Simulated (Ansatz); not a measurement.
Reaction (redistribution): `[F][AlH2]` + `O[SiH](Br)[O][AlH2]` → `[F][AlH][Br]` + `O[SiH2][O][AlH2]`

Computed with Ansatz on PBE0-D4/def2-TZVP structures; ΔE is electronic, products minus reactants. CCSD(T)/CBS adds triple-zeta CCSD(T) − MP2 to the extrapolated MP2 energy (def2 sets, frozen cores). This one scheme is used for every species. DFT in def2-TZVPP. B3LYP here is the variant with VWN-RPA as its local correlation; programs differ in this. For Br outer-core shells are correlated without core-valence functions, which leaves a few kJ/mol of doubt a bond. Scalar relativity is left out up to krypton. One conformer a species, not always the lowest.

```csv
level,ΔE (kJ/mol),difference from CCSD(T)/CBS
PBE-D4,-48.5,4.7
PBE0-D4,-50.2,3.0
B3LYP-D4,-50.5,2.7
ωB97X-V,-51.0,2.2
B2PLYP,-56.0,-2.8
PBE,-52.2,1.0
PBE0,-53.5,-0.3
B3LYP,-56.6,-3.4
MP2/def2-TZVPP,-54.2,-1.0
SCS-MP2/def2-TZVPP,-55.5,-2.3
CCSD/def2-TZVPP,-56.3,-3.1
CCSD(T)/def2-TZVPP,-55.1,-1.9
HF/def2-QZVPP,-60.3,-7.1
SCS-MP2/def2-QZVPP,-54.7,-1.5
HF/CBS(def2),-60.3,-7.1
CCSD/CBS(def2),-54.4,-1.2
CCSD(T)/CBS,-53.2,0
```

Largest T1 diagnostic among the species: 0.012.

The D4 term adds +6.1 kJ/mol with B3LYP and +3.3 kJ/mol with PBE0; it sums over pairs of atoms, weighted by their polarisabilities, and B3LYP, whose exchange is more repulsive, gets the larger term. In def2-TZVPP, CCSD(T) changes the Hartree–Fock value by +5.4 kJ/mol (the triples alone add +1.2 kJ/mol) and MP2 by +6.3 kJ/mol.
